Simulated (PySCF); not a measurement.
O3W, multiplicity 1. Atoms are numbered in the order given.

```xyz
4

W      0.0000     0.0000     0.0000
O      1.7497     0.0000     0.0000
O     -0.8749    -1.5153     0.0000
O     -0.8749     1.5153     0.0000
```
Charge 0, spin multiplicity 1.

Geometry optimised at PBE-D3(BJ)/def2-TZVP. The geometry has at least one imaginary mode, so it is a saddle point at that level. The spin state was assumed, not searched. The isomer is the one that the SMILES or the coordinates give; other isomers of the formula were not compared. The def2 effective core potentials stand for the cores of W; spin–orbit coupling is left out.

All values below come from PBE/def2-TZVPD (PySCF).

Mulliken values depend strongly on the basis, most of all with diffuse functions as here. ESP charges are fitted to the potential on shells at 1.4 to 2.0 van der Waals radii. Atomic charges (e):

```
atom  Mulliken  ESP fit
----  --------  -------
W1        1.66        …
O2       -0.55        …
O3       -0.55        …
O4       -0.55        …
```

### Question
What belongs in the gaps? (The exact figures need the calculation; the answer reports its results.)

### Answer

- W1, ESP fit: 1.83
- O2, ESP fit: -0.61
- O3, ESP fit: -0.61
- O4, ESP fit: -0.61
